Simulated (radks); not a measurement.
Values are calculated unless marked as measured or tabulated.
Initial-state core-level shifts of the sulfur ion S+ when its valence configuration changes from [Ne] 3s2 3p3. Level of theory: Dirac Kohn-Sham, PBE, spin-unpolarised, spherical densities, finite nucleus; open shells are shared between the two j in proportion to 2j + 1; Fermi nuclear charge, rms radius 3.2611 fm (a radial shooting solver on a logarithmic mesh with Libxc functionals). Shifts are changes of the shell-averaged eigenvalues in eV (positive: less bound); the change of the density at the nucleus, which sets a Mossbauer isomer shift, is in e/bohr^3, on a base of 2949.

| valence | 1s | 2s | 2p | density at nucleus |
|---|---|---|---|---|
| 3p5 | -2.765 | -2.730 | -2.696 | -21.1381 |
| 3s1 3p4 | -1.416 | -1.394 | -1.377 | -10.4052 |
| 3s0.5 3p4.5 | -2.098 | -2.069 | -2.044 | -15.7323 |
| 3s1.5 3p3.5 | -0.717 | -0.704 | -0.697 | -5.1598 |
